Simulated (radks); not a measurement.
Results of a calculation; reference values are marked as such.
Initial-state core-level shifts of neutral cobalt when its valence configuration changes from [Ar] 3d7 4s2. Level of theory: scalar-relativistic Kohn-Sham, LDA (Slater exchange, Perdew-Wang correlation), spin-polarised, spherical densities, finite nucleus; open shells are filled with parallel spins first; Fermi nuclear charge, rms radius 3.7875 fm (a radial shooting solver on a logarithmic mesh with Libxc functionals). Shifts are changes of the shell-averaged eigenvalues in eV (positive: less bound); the change of the density at the nucleus, which sets a Mossbauer isomer shift, is in e/bohr^3, on a base of 1.728e+04.

valence,1s,2s,2p,3p,density at nucleus
3d8 4s1,+4.644,+5.184,+5.130,+4.585,-8.584
3d7 4p2,-3.043,-2.894,-2.899,-3.046,-13.574
3d6.5 4s2 4p0.5,-3.758,-4.087,-4.054,-3.606,+2.605
3d7 4s1.5 4p0.5,-0.832,-0.800,-0.802,-0.827,-2.838
3d6 4s1 4p2,-8.863,-9.588,-9.511,-8.442,-2.143
3d9,+7.333,+8.251,+8.157,+7.383,-15.000
3d7 4s0.5 4p1.5,-2.278,-2.173,-2.177,-2.279,-9.650
3d7 4s1 4p1,-1.472,-1.413,-1.415,-1.472,-5.935
3d6 4s2 4p1,-7.759,-8.492,-8.420,-7.347,+5.495
